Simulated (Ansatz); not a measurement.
BH8NSSi2 (`NB(S)[SiH2][SiH3]`), relaxed with RKS PBE-D4/def2-SVP in the Gaussian-basis code of Ansatz from a rough embedded geometry. The force threshold is 0.03 eV/Å; the program also tests the step.

Total charge 0; spin multiplicity 1.

Start:

```xyz
13

N     0.060   -1.928    0.498
B     0.473   -0.626    1.112
S     1.135   -0.652    2.850
Si    0.268    1.059    0.237
Si   -0.491    0.801   -1.868
H     0.612   -2.015   -0.454
H    -0.959   -1.832    0.165
H    -0.209   -0.521    3.426
H     1.659    1.651    0.101
H    -0.570    1.937    0.947
H    -0.572    2.068   -2.555
H    -1.828    0.142   -1.776
H     0.422   -0.085   -2.683
```

(1) How much energy does the relaxation release, and in how many steps? (Estimate.)

(2) Which bonds change most? (Best estimate.)

(3) Give the relaxed structure. (Best estimate.)

Answers

(1) Ansatz gave: 2.45 eV, in 28 steps, 1 of them rejected.

(2) Computed: B2–Si4 from 1.910 to 2.033 Å; Si4–H10 from 1.407 to 1.511 Å; Si4–Si5 from 2.253 to 2.354 Å; S3–H8 from 1.468 to 1.369 Å.

(3) The calculation gave: 
```xyz
13

N    -0.572   -1.558    0.817
B     0.283   -0.497    1.164
S     1.598   -0.616    2.416
Si    0.101    1.292    0.214
Si   -0.231    0.854   -2.075
H    -0.540   -2.484    1.248
H    -1.294   -1.472    0.099
H     1.408   -1.916    2.801
H     1.309    2.176    0.391
H    -1.102    2.062    0.707
H    -0.542    2.080   -2.893
H    -1.396   -0.099   -2.224
H     0.978    0.176   -2.666
```
